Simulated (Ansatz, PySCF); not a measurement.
Molecule: CH₅Ge, charge 0, multiplicity 2. It need not be the lowest isomer of its formula. 
Structure (B3LYP-D3(BJ)/def2-TZVP (Ansatz, an electronic-structure program) minimum search):
```
Ge
H 1 1.5391
H 1 1.5391 2 109.75
H 1 1.5445 2 108.10 3 117.68
C 1 1.9281 2 109.99 4 121.18
H 5 1.0828 1 121.98 2 151.66
H 5 1.0828 6 116.00 1 -177.81
```
Charge 0, spin multiplicity 2.

Property: atomisation energy (electronic, to ground-state atoms), in kcal/mol. Correlated levels leave the core frozen unless marked. Open shells are spin-unrestricted. No spin-orbit coupling. Frozen are the shells of the preceding noble gas and the d and f shells that filled before the atom's block. No relativistic terms. The coupled-cluster limit lacks core correlation, which all-electron functionals hold. CBS(X,Y): correlation extrapolated as X^-3; Hartree-Fock from the larger set. [CCSD(T)-MP2]/basis is that difference in the basis named.

```json
[
 {"level": "PBE0/6-31G*", "program": "Ansatz", "atomisation energy (kcal/mol)": "479.9"},
 {"level": "PW6B95-D3(BJ)/def2-TZVPD", "program": "PySCF + dftd3", "atomisation energy (kcal/mol)": "486.2"},
 {"level": "LC-wPBE/def2-TZVPD", "program": "Ansatz", "atomisation energy (kcal/mol)": "485.8"},
 {"level": "B2GP-PLYP/def2-TZVPD", "program": "Ansatz", "atomisation energy (kcal/mol)": "(withheld)"},
 {"level": "SCS-MP2/6-31G*", "program": "Ansatz", "atomisation energy (kcal/mol)": "425.4"},
 {"level": "SCS-MP2/def2-TZVPPD", "program": "Ansatz", "atomisation energy (kcal/mol)": "476.9"},
 {"level": "RI-MP2/CBS(aug-cc-pVTZ,aug-cc-pVQZ)+[CCSD(T)-MP2]/aug-cc-pVTZ", "program": "Ansatz", "atomisation energy (kcal/mol)": "(withheld)"}
]
```

Problem. Some entries are withheld; supply them.

Solution. 
- B2GP-PLYP/def2-TZVPD, atomisation energy (kcal/mol): 477.9
- RI-MP2/CBS(aug-cc-pVTZ,aug-cc-pVQZ)+[CCSD(T)-MP2]/aug-cc-pVTZ, atomisation energy (kcal/mol): 487.2
